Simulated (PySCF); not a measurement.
# LiBr⁺: one state, many levels of theory

State: ²Π (doublet), unpaired electrons π ↑. Set-up: PySCF, spin-free X2C with a Gaussian nucleus, basis sets Li jorge-DZP-DKH, Br jorge-DZP-DKH. De refers to Li⁺ + Br in their high-spin ground configurations, without counterpoise correction. The functionals are run spin-unrestricted. A positive dipole points towards Br; it is taken about the centre of mass and depends on that origin.

| Level | Re (Å) | ωe (cm⁻¹) | De (eV) | μ (D) |
| --- | --- | --- | --- | --- |
| UHF | 2.714 | 258 | 0.50 | -10.55 |
| UHF-MP2 | 2.665 | 288 | 0.64 | n/a |
| UHF-SCS-MP2 | 2.669 | 287 | 0.64 | n/a |
| UHF-CCSD | 2.666 | 290 | 0.66 | n/a |
| UHF-CCSD(T) | 2.665 | 292 | 0.67 | n/a |
| PBE | 2.670 | 276 | 0.65 | -9.94 |
| r²SCAN | 2.704 | 260 | 0.53 | -10.34 |
| PBE0 | 2.673 | 273 | 0.59 | -10.12 |
| r²SCAN0 | 2.696 | 262 | 0.52 | -10.36 |
| M06-2X | 2.677 | 270 | 0.56 | -10.20 |
| ωB97X | 2.719 | 257 | 0.55 | -10.45 |
| B2PLYP | 2.658 | 284 | 0.64 | -10.10 |

(1) Which functional lies closest to UHF-CCSD(T) in De, which farthest, and by how much do they differ from it?

(2) What does a quarter of exact exchange do here, going from PBE to PBE0?

(3) What does the step from GGA to meta-GGA do here, going from PBE to r²SCAN?

Correlated steps freeze 9 core orbitals. Correlated levels converge slowly with the basis: in double zeta they bind strong bonds too weakly, by up to about 1 eV, and carry superposition errors of some tenths. Spin–orbit coupling is left out. For an ion De counts to the pair picked by the measured ionisation energies or electron affinities, which need not be the lowest pair at this level. B2PLYP dipoles, levels and charges come from its SCF part alone. The state is the lowest determinant that a PBE0 search found; another state may lie lower at other levels.

The whole job (state search and all levels along the bond) took about 2.7 min on 1 thread of Arm Neoverse V2 (shared host), peak memory 0.75 GiB.

Answers

(1) Closest is PBE (+0.5 pm in Re, -5.5 % in ωe, -0.02 eV in De against UHF-CCSD(T) in the same basis), farthest r²SCAN0 (+3.1 pm in Re, -10.3 % in ωe, -0.15 eV in De). CCSD(T) converges more slowly with the basis than the functionals do and binds too weakly in this one, so the order can change at the basis-set limit.

(2) PBE0 less PBE: +0.3 pm in Re, -1.1 % in ωe, -0.06 eV in De. Exact exchange removes part of the self-interaction that spreads semilocal densities, and in most molecules shortens and stiffens the bond and lowers De; here Re and ωe go the other way.

(3) r²SCAN less PBE: +3.4 pm in Re, -5.8 % in ωe, -0.12 eV in De.
